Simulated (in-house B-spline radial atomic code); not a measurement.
The numbers below are computed, except where a source is named.
## Impurity-limited mobility of n-type InAs at n = 7.8302e16 cm⁻³, compensation 0.1

For InAs the NSM archive of the Ioffe Institute lists m* = 0.023 m0 and ε = 15.15.

One parabolic, isotropic band at zero temperature, uniform dielectric constant, impurities scattering independently, no phonons and no central-cell term; real bands flatten as E_F rises, which lowers the mobility at the highest densities. In effective units each ion is a point charge Z in an electron gas; its screened potential is solved self-consistently in the LDA with open boundaries (B-splines, partial waves to l = 16), which gives the phase shifts δ_l at the Fermi level.

(1) Put the electron gas into effective units.

Self-consistent phase shifts (rad):

| l | donor, Z = +1 | acceptor, Z = −1 |
| --- | --- | --- |
| 0 | 0.3266 | -0.3010 |
| 1 | 0.1273 | -0.1250 |
| 2 | 0.0587 | -0.0597 |
| 3 | 0.0291 | -0.0301 |
| 4 | 0.0150 | -0.0157 |
| 5 | 0.0079 | -0.0083 |
| 6 | 0.0042 | -0.0045 |
| 7 | 0.0023 | -0.0024 |
| 8 | 0.0012 | -0.0013 |

With all partial waves the Friedel sums are 0.999 and -0.999, and Σ (l + 1) sin²(δ_l − δ_(l+1)) is 0.05239 for the donor and 0.04304 for the acceptor. The screened donor binds no level.

(2) Find the transport cross sections, and compare them with the Born approximation for Thomas-Fermi screening (Brooks-Herring).

(3) With N_A/N_D = 0.1 and n = N_D − N_A, what are the mobility and the resistivity?

Answers

(1) a* = 0.0529177 nm × 15.15/0.023 = 34.86 nm and Ha* = 27211.386 meV × 0.023/15.15² = 2.727 meV. From 4π (r_s a*)³/3 = 1/n, r_s = 0.416. Then k_F = 1.91916/r_s = 4.6134 per a*, E_F = k_F²/2 = 10.6415 Ha* = 29 meV, and Mott's number n^(1/3) a* = 1.491.

(2) σ_tr = (4π/k_F²) × sum: 0.03093 a*² for the donor and 0.02541 a*² for the acceptor. Thomas-Fermi gives q_s² = 4k_F/π = 5.8739, so b = 4k_F²/q_s² = 14.493, and σ_Born = (2π/k_F⁴)(ln(1 + b) − b/(1 + b)) = 0.01387 × 1.8050 = 0.02504 a*² for either sign. The donor scatters 1.24 times and the acceptor 1.01 times as much. Two things differ from Brooks-Herring. First order with Lindhard's response and the LDA kernel gives 1.14 times σ_Born for either sign: screening weakens at large momentum transfer, and the exchange-correlation potential of the screening charge adds to the ion's own, which is the larger part in a thin gas. Higher orders then split the signs, leaving the donor at 1.08 and the acceptor, which keeps the electrons out, at 0.89 of that.

(3) N_D = 8.7e16 and N_A = 8.7e15 cm⁻³. μ = e/(ħ k_F Σ N σ_tr), with e/ħ = 15.193 cm²/(V·s) per nm². Here k_F = 0.1324 nm⁻¹, a*² = 1215 nm², 1 cm⁻³ = 1e-21 nm⁻³, and Σ N σ_tr = 0.003538 nm⁻¹, a mean free path of 283 nm. So μ = 32400 cm²/(V·s) and ρ = 1/(n e μ) = 0.00246 Ω·cm. Brooks-Herring would give 39400 cm²/(V·s). k_F times the mean free path is 37.4.
